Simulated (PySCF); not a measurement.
## Vertical excitation energies

Compound: C5H7N3S.
Geometry (GFN2-xTB, Å), atoms numbered from 1 in this order:
```xyz
16
C5H7N3S angstrom
C      2.723    0.211    0.387
N      1.549    0.640    0.349
C      0.835    0.692   -0.899
C     -0.412   -0.123   -0.780
S     -0.960   -1.201   -2.012
N     -2.279   -1.670   -1.178
C     -2.344   -1.069   -0.021
C     -1.297   -0.161    0.276
N     -1.217    0.629    1.404
H      3.285   -0.131   -0.489
H      3.227    0.176    1.341
H      0.568    1.744   -1.065
H      1.436    0.340   -1.752
H     -3.172   -1.289    0.631
H     -0.283    0.978    1.576
H     -1.667    0.245    2.221
```

Level of theory: TDDFT CAM-B3LYP/def2-SVPD, vertical, gas phase, core orbitals frozen in the response in PySCF.

```
state  E (eV)  ν̃ (cm⁻¹)       f  |μ| (D)   main configurations (H = HOMO, L = LUMO)
   S1    4.67      37660   0.086     2.21                     H→L (84%), H→L+1 (10%)
   S2    5.02      40480   0.015     0.90    H→L+1 (33%), H-2→L (33%), H-2→L+1 (15%)
   S3    5.23      42190  0.0024     0.35       H→L+2 (37%), H→L+1 (20%), H-2→L (8%)
   S4    5.28      42590   0.011     0.75       H→L+1 (32%), H→L+2 (30%), H-2→L (8%)
   S5    5.70      45990  0.0013     0.25  H-3→L (33%), H-3→L+1 (25%), H-2→L+1 (19%)
   S6    5.82      46970  0.0092     0.65                   H→L+3 (51%), H→L+4 (24%)
   S7    5.96      48110   0.066     1.71                 H-1→L (57%), H-1→L+1 (25%)
   S8    6.26      50510  0.0070     0.54               H-1→L+2 (49%), H-1→L+3 (28%)
```

Triplets (Tamm–Dancoff): T1 3.34 eV, H→L (50%), H→L+1 (41%); T2 4.16 eV, H-1→L (45%), H-1→L+1 (44%); T3 4.26 eV, H-2→L (44%), H-2→L+1 (24%), H-3→L (14%).

The lowest singlet comes at 266 nm (451 kJ/mol) in the ultraviolet; it is of moderate strength; its leading configuration is HOMO→LUMO (84%). The lowest level is also the most intense of those listed (f = 0.086). Löwdin shares by element: HOMO carbon 32% or more, nitrogen 28% or more, sulfur 16% (atoms not listed hold the other 24%); LUMO nitrogen 30% or more, carbon 21% or more, sulfur 10% (atoms not listed hold the other 39%). Of the 8 states listed, 4 reach f = 0.01 and none stays under 0.0005. The oscillator strengths of these states sum to 0.199; summed over the whole spectrum of an exact calculation they would give the number of electrons, 74 (Thomas–Reiche–Kuhn). The listed states span 1.59 eV, and the widest gap between neighbours is 0.42 eV (S4 to S5). The window holds the lowest 8 singlets.

One conformer stands for the species.
